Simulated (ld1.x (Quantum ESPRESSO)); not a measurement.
Transferability test, PAW potential for cobalt

| Item | Value |
| --- | --- |
| Element | cobalt (Co) |
| Generator | ld1.x (Quantum ESPRESSO) 7.5 |
| Type | PAW |
| Functional | PBE |
| Relativity | scalar-relativistic |
| Frozen core | [Ar] |
| Valence charge | 9 |
| Reference configuration | 3d7 4s1.5 4p0 (charge +0.5) |
| Partial waves | 4s (bound): rcut 1.90, rcutus 2.35 bohr; 4s channel at -0.3 Ry: rcut 1.90, rcutus 2.35 bohr; 4p (bound, empty): rcut 2.60, rcutus 2.85 bohr; 4p channel at 3.15 Ry: rcut 2.60, rcutus 2.85 bohr; 3d (bound): rcut 1.25, rcutus 1.45 bohr; 3d channel at 0.45 Ry: rcut 1.25, rcutus 1.45 bohr |
| Local potential | all-electron potential smoothed inside 1.65 bohr (lloc = -2) |
| Core correction | a·sin(br)/r model core inside 1.40 bohr |
| Augmentation charge | PSQ, inside the norm-conserving radii |

Energies are relative to the spin-unpolarised reference configuration 3d7 4s1.5 4p0; without spin polarisation the order of configurations can differ from experiment.

(1) Give the all-electron excitation energy and the error of the potential for: 3d7 4s2 4p0; 3d7 4s1 4p0; 3d7 4s0 4p0; 3d7 4s0 4p1; 3d8 4s0 4p0; 3d6 4s0 4p0; 3d6 4s2 4p1.

Levels in the configuration 3d6 4s0 4p0:

```
level  all-electron (eV)  pseudo (eV)
   3d            -45.166      -45.776
```

Results:

(1)

```csv
valence configuration,charge,ΔE all-electron (eV),error AE − PS (meV)
3d7 4s2 4p0,0,-3.602,+0.1
3d7 4s1 4p0,+1,5.428,-1.0
3d7 4s0 4p0,+2,22.213,-7.0
3d7 4s0 4p1,+1,10.796,-1.9
3d8 4s0 4p0,+1,2.869,-98
3d6 4s0 4p0,+3,58.083,-258
3d6 4s2 4p1,0,6.058,-149
```
